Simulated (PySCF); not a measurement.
## How methods differ on the excitation energy of Sb⁺

Sb⁺ [Kr] 4d10 5s2 5p2 (3P) → Sb⁺ [Kr] 4d10 5s1 5p3 (5S), as a difference of total energies. Calculation: PySCF 2.14, in x2c-TZVPPall; scalar relativity by spin-free X2C-1e. Correlated levels: valence: [Kr] 4d10 frozen; valence and next inner shell: [Ar] 3d10 frozen. The calculations carry no spin-orbit coupling.

```tsv
method	excitation energy (eV)
UHF	4.169
LDA	6.757
PBE	6.485
PBE0	6.051
TPSSh	6.120
M06	7.162
BLYP	6.961
ROHF	4.169
MP2 (valence)	4.957
SCS-MP2 (valence)	5.303
MP2 (valence and next inner shell)	5.707
SCS-MP2 (valence and next inner shell)	5.938
```

**Question.** Estimate what r2SCAN gives.

**Answer.** 5.723 eV, closest to MP2 (valence and next inner shell) among the rows shown.

**Question.** Estimate what B2PLYP gives.

**Answer.** 6.072 eV, closest to PBE0 among the rows shown.

Errors of the correlated levels include the incompleteness of this basis and the frozen core.

For comparison: 5.897 eV (measured; NIST levels, between the centres of gravity of the two terms).
